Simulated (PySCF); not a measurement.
Bismuth: highly charged ions in a basis for the neutral atom

Bi¹⁹⁺ [Kr] 4d10 4f14 5s2 5p2, Bi²⁰⁺ [Kr] 4d10 4f14 5s2 5p1. Computed with PySCF 2.14 in cc-pVDZ-PP with ECP60MDF, with scalar relativity through the core potential. No spin-orbit coupling, so a gap to NIST mixes the basis error with missing relativistic terms.

Changed run: basis of the neutral atom used for a highly charged ion. This setting is unsound on purpose.

```json
{"species": "Bi¹⁹⁺", "method": "UHF", "sound run (hartree)": "not run", "changed run (hartree)": "-81.74741", "converged": "yes"}
{"species": "Bi¹⁹⁺", "method": "PBE0", "sound run (hartree)": "not run", "changed run (hartree)": "-81.93682", "converged": "yes"}
{"species": "Bi¹⁹⁺", "method": "M06-L", "sound run (hartree)": "not run", "changed run (hartree)": "-82.00119", "converged": "yes"}
{"species": "Bi²⁰⁺", "method": "UHF", "sound run (hartree)": "not run", "changed run (hartree)": "-64.03182", "converged": "yes"}
{"species": "Bi²⁰⁺", "method": "PBE0", "sound run (hartree)": "not run", "changed run (hartree)": "-64.18689", "converged": "yes"}
{"species": "Bi²⁰⁺", "method": "M06-L", "sound run (hartree)": "not run", "changed run (hartree)": "-64.21854", "converged": "yes"}
```

Ionisation energy of Bi¹⁹⁺:

```
method  changed run (eV)  NIST (eV)
   UHF            482.07   520 ± 30
  PBE0            483.00   520 ± 30
 M06-L            483.89   520 ± 30
```

The contracted functions were made for the neutral atom and can be too rigid for a highly charged ion.
